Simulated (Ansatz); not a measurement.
`CNBCN` and `NCB[TeH]` differ in one atom or group.

Ansatz, PBE0-D4/def2-TZVP geometries, multiplicity 1. Each molecule was computed in one conformer, which needn't be the lowest.

Elements past krypton have def2 core potentials.  Spin–orbit coupling is left out; it splits and shifts lone-pair levels of the heavy atoms by tenths of an eV.

| property | `CNBCN` |
| --- | --- |
| HOMO–LUMO gap (PBE0/def2-TZVPP) / eV | 6.93 |
| HOMO–LUMO gap (ωB97M-V/def2-TZVPP) / eV | 11.05 |
| size of the dipole moment (B3LYP/def2-TZVPP) / D | 2.59 |
| HOMO–LUMO gap (B3LYP/def2-TZVPP) / eV | 6.44 |
| HOMO energy (PBE/def2-TZVPP) / eV | -4.99 |
| LUMO energy (ωB97M-V/def2-TZVPP) / eV | 2.13 |

**Question.** What does the change do to each property? (An estimate is asked.)

**Answer.** Ansatz gave: 
| property | `NCB[TeH]` | shift |
| --- | --- | --- |
| HOMO–LUMO gap (PBE0/def2-TZVPP) / eV | 5.41 | -1.52 |
| HOMO–LUMO gap (ωB97M-V/def2-TZVPP) / eV | 9.45 | -1.60 |
| size of the dipole moment (B3LYP/def2-TZVPP) / D | 1.49 | -1.10 |
| HOMO–LUMO gap (B3LYP/def2-TZVPP) / eV | 5.02 | -1.42 |
| HOMO energy (PBE/def2-TZVPP) / eV | -5.32 | -0.33 |
| LUMO energy (ωB97M-V/def2-TZVPP) / eV | 0.61 | -1.52 |

With PBE0 the HOMO falls by 0.21 eV and the LUMO falls by 1.72 eV, so the gap narrows by about 1.51 eV. PBE moves the HOMO by -0.33 eV and ωB97M-V by 0.07 eV. Dipoles are sizes alone; their direction can turn.

B3LYP here is the variant with VWN-RPA as its local correlation; programs differ in this.
